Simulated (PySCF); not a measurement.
C₃H₆FNSi, SMILES F[Si@H]1C=CCN1. Atoms are numbered in the order given.

```xyz
12

F      1.7433     0.0747    -1.2511
Si     0.9041     0.1503     0.1480
C     -0.5194     1.3326     0.0771
C     -1.6519     0.6161     0.1775
C     -1.5323    -0.8680     0.3599
N     -0.1290    -1.1952     0.4143
H      1.9778     0.3399     1.1585
H     -0.5326     2.4158    -0.0624
H     -2.6565     1.0524     0.1289
H     -2.0653    -1.3776    -0.4691
H     -2.0650    -1.1617     1.2866
H      0.1183    -2.1636     0.5583
```

The structure is a stationary point at PBE0-D3(BJ)/def2-SVP. The structure was generated by enumeration; whether it is a known compound was not checked. Other conformers were not sampled.

Two levels are set side by side: PBE/pcSseg-1 (PySCF) and KT2/pcSseg-1 (PySCF). GIAO shifts against CFCl3 (¹⁹F), NH3 (¹⁵N), TMS (²⁹Si), TMS (¹H), TMS (¹³C) at the same level; non-relativistic, no solvent, atoms listed together averaged. Differences are taken from unrounded values.

```tsv
quantity	PBE
δ(¹⁹F) of F1 (ppm)	-154.0
δ(²⁹Si) of Si2 (ppm)	-8.9
δ(¹³C) of C3 (ppm)	130.0
δ(¹³C) of C4 (ppm)	161.4
δ(¹³C) of C5 (ppm)	59.0
δ(¹⁵N) of N6 (ppm)	62.7
δ(¹H) of H7 (ppm)	6.02
δ(¹H) of H8 (ppm)	6.41
δ(¹H) of H9 (ppm)	7.52
δ(¹H) of H12 (ppm)	1.90
```

Question: These are the PBE values. What does KT2 give? (An estimate is asked for; the answer gives what the named calculation found.)

Answer: 
```json
[
 {"quantity": "δ(¹⁹F) of F1 (ppm)", "KT2": "-160.4", "PBE minus KT2": "6.4"},
 {"quantity": "δ(²⁹Si) of Si2 (ppm)", "KT2": "-9.8", "PBE minus KT2": "0.9"},
 {"quantity": "δ(¹³C) of C3 (ppm)", "KT2": "121.1", "PBE minus KT2": "8.9"},
 {"quantity": "δ(¹³C) of C4 (ppm)", "KT2": "152.4", "PBE minus KT2": "9.0"},
 {"quantity": "δ(¹³C) of C5 (ppm)", "KT2": "57.6", "PBE minus KT2": "1.4"},
 {"quantity": "δ(¹⁵N) of N6 (ppm)", "KT2": "58.2", "PBE minus KT2": "4.4"},
 {"quantity": "δ(¹H) of H7 (ppm)", "KT2": "5.97", "PBE minus KT2": "0.05"},
 {"quantity": "δ(¹H) of H8 (ppm)", "KT2": "6.26", "PBE minus KT2": "0.15"},
 {"quantity": "δ(¹H) of H9 (ppm)", "KT2": "7.41", "PBE minus KT2": "0.11"},
 {"quantity": "δ(¹H) of H12 (ppm)", "KT2": "1.98", "PBE minus KT2": "-0.08"}
]
```

Rough cost on one machine, each run with all the roots and properties that it gave: KT2 against PBE within a factor of 2.
